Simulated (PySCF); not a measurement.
**I (iodine, neutral) across methods**

[Kr] 4d10 5s1 5p6, 2S determinant (an excited configuration). All numbers are calculated (PySCF 2.14, scalar relativity through the core potential, in aug-cc-pVDZ-PP with ECP28MDF (5s4p3d, 32 functions)).

```json
{"method": "B3LYP", "E (hartree)": "-295.3737", "mean ε 5s α (eV)": "-20.373", "mean ε 5p α (eV)": "-8.927", "mean ε 5p β (eV)": "-7.993", "Σ⟨r²⟩ (bohr²)": "61.43", "⟨S²⟩": "0.754"}
{"method": "M06", "E (hartree)": "-295.3388", "mean ε 5s α (eV)": "-20.399", "mean ε 5p α (eV)": "-9.075", "mean ε 5p β (eV)": "-7.960", "Σ⟨r²⟩ (bohr²)": "61.86", "⟨S²⟩": "0.754"}
{"method": "revPBE", "E (hartree)": "-295.3371", "mean ε 5s α (eV)": "-18.561", "mean ε 5p α (eV)": "-7.900", "mean ε 5p β (eV)": "-7.250", "Σ⟨r²⟩ (bohr²)": "61.19", "⟨S²⟩": "0.752"}
{"method": "PBE", "E (hartree)": "-295.2793", "mean ε 5s α (eV)": "-18.602", "mean ε 5p α (eV)": "-7.927", "mean ε 5p β (eV)": "-7.301", "Σ⟨r²⟩ (bohr²)": "61.22", "⟨S²⟩": "0.752"}
{"method": "PBE0", "E (hartree)": "-295.2851", "mean ε 5s α (eV)": "-20.818", "mean ε 5p α (eV)": "-9.255", "mean ε 5p β (eV)": "-8.162", "Σ⟨r²⟩ (bohr²)": "61.25", "⟨S²⟩": "0.755"}
{"method": "UHF", "E (hartree)": "-294.18838", "mean ε 5s α (eV)": "-26.642", "mean ε 5p α (eV)": "-12.465", "mean ε 5p β (eV)": "-9.603", "Σ⟨r²⟩ (bohr²)": "62.79", "⟨S²⟩": "0.781"}
{"method": "LDA", "E (hartree)": "-294.8720", "mean ε 5s α (eV)": "-18.826", "mean ε 5p α (eV)": "-8.035", "mean ε 5p β (eV)": "-7.482", "Σ⟨r²⟩ (bohr²)": "61.11", "⟨S²⟩": "0.752"}
{"method": "TPSSh", "E (hartree)": "-295.1900", "mean ε 5s α (eV)": "-19.649", "mean ε 5p α (eV)": "-8.569", "mean ε 5p β (eV)": "-7.696", "Σ⟨r²⟩ (bohr²)": "61.14", "⟨S²⟩": "0.753"}
```

Task: Estimate the same row for r2SCAN.

Result: E (hartree) = -295.3986; mean ε 5s α (eV) = -19.483; mean ε 5p α (eV) = -8.382; mean ε 5p β (eV) = -7.489; Σ⟨r²⟩ (bohr²) = 61.06; ⟨S²⟩ = 0.757.

Energies and moments cover only the electrons outside the core potential.
